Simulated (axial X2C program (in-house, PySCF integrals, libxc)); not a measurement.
# Which molecule has these constants?

Computed with an in-house all-electron X2C program for linear molecules (integrals from PySCF), spin-free (one-electron X2C) or two-component (2c: spin–orbit coupling with atomic mean-field Coulomb and Gaunt terms, which also bring small scalar terms), in Dyall basis sets with cores contracted in-house; open shells are unrestricted.

A two-component CCSD(T) calculation in a Dyall 3-zeta basis gave Re = 1.785 Å, ωe = 809.4 cm⁻¹, De = 4.34 eV, Ω = 1/2.

Question: Which molecule is it?
A. BeSe⁻
B. CSe⁻
C. LiSe⁻
D. SeF⁻
E. BSe⁻

Answer: B. The others have SeF⁻ 1.858 Å and 536.5 cm⁻¹ (Ω = 0); BeSe⁻ 1.951 Å and 749.6 cm⁻¹ (Ω = 1/2); BSe⁻ 1.839 Å and 802.8 cm⁻¹ (Ω = 0); LiSe⁻ 2.214 Å and 543.4 cm⁻¹ (Ω = 0).

Frozen shells (counts by l): CSe⁻ Se 3s2p1d, C 1s, 11 electrons correlated; SeF⁻ Se 3s2p1d, F 1s, 14 electrons correlated; BeSe⁻ Se 3s2p1d, Be 1s, 9 electrons correlated; BSe⁻ Se 3s2p1d, B 1s, 10 electrons correlated; LiSe⁻ Se 3s2p1d, Li 1s, 8 electrons correlated. Coupled cluster in natural virtuals with an MP2 remainder. Where the outer core of a metal is frozen, bonds come out longer and ionisation energies lower.

Each entry is the lowest single determinant of a limited PBE0 search at one distance. De goes to single-determinant-based atoms at the same level (for ions the charge split of lowest energy) and is withheld (n/a) where an atom does not fit its ground term or J level. Main or longest-lived isotopes. Some light 2c atoms are not at their ground J level, so De misses part of their lowering (0.04 eV or less).
